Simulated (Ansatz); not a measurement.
Cartesian coordinates in Å:
```
O -0.650 -0.066 3.221
C -0.420 -0.043 2.083
N -0.182 -0.018 0.904
Hf 0.218 0.022 -1.079
F 1.189 -1.531 -1.571
F 1.249 1.557 -1.496
F -1.403 0.078 -2.061
```

Total charge 0; spin multiplicity 1. Hf takes the def2 core potential.

List the B3LYP/def2-TZVPP orbital energies in eV (Ansatz 0.2.0). (Best estimate.)

Ansatz gave: Occupied: -671.77, -671.77, -671.77, -522.39, -390.39, -281.09, -69.11, -38.29, -38.29, -37.84, -31.80, -31.15, -31.15, -30.89, -25.73, -15.00, -13.97, -13.35, -13.35, -13.03, -13.03, -13.01, -12.54, -12.54, -12.11, -11.90, -11.90, -11.86, -9.14, -9.14. Lowest empty: -1.52, -1.52, -1.14, -0.34, -0.26, -0.26, 1.02, 2.07.

B3LYP here is the variant with VWN-RPA as its local correlation; programs differ in this.
